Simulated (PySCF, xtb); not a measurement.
SeI2, SMILES I[Se]I.

GFN2-xTB (xtb) at its own geometry gives an orbital gap of 2.47 eV and a dipole moment of 3.70 D.

Geometry optimised at B3LYP-D3(BJ)/def2-SVP. The def2 effective core potentials stand for the cores of I; spin–orbit coupling is left out.

Question: What does ωB97X/def2-TZVPD (PySCF) give? (An estimate is asked for; the answer gives what the named calculation found.)

Answer: gap 7.32 eV (levels -8.89 and -1.57 eV), dipole 0.00 D.
